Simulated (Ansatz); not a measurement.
AlH$_{4}$NOSi, SMILES `O[SiH]1[NH][AlH]1`, relaxed with RKS PBE0-D4/def2-TZVP in Ansatz 0.2.0 from a PBE-D4/def2-SVP geometry. The force threshold is 0.005 eV/Å; the program also tests the step.

Charge 0, multiplicity 1.

Start:

```xyz
8

O    -0.954    0.005   -1.768
Si    0.250   -0.279   -0.616
N     0.176    0.766    0.816
Al   -0.162   -0.834    1.604
H    -0.614    0.097   -2.675
H     1.560   -0.275   -1.380
H     0.270    1.784    0.916
H    -0.527   -1.264    3.102
```

(1) By how much does the energy fall, and how many steps does the optimiser take? (Estimate.)

(2) Which bonds change most? (Best estimate.)

(3) Give the relaxed structure. (An estimate is asked.)

Results:

(1) Computed: 1.45 kcal/mol, in 7 steps.

(2) Ansatz gave: O1–Si2 from 1.690 to 1.653 Å; Si2–N3 from 1.774 to 1.738 Å; Si2–Al4 from 2.325 to 2.297 Å; N3–Al4 from 1.816 to 1.789 Å.

(3) Ansatz gave: 
```xyz
8

O    -0.923    0.011   -1.752
Si    0.235   -0.267   -0.605
N     0.167    0.754    0.800
Al   -0.168   -0.817    1.588
H    -0.608    0.088   -2.654
H     1.530   -0.268   -1.354
H     0.275    1.753    0.907
H    -0.508   -1.255    3.071
```
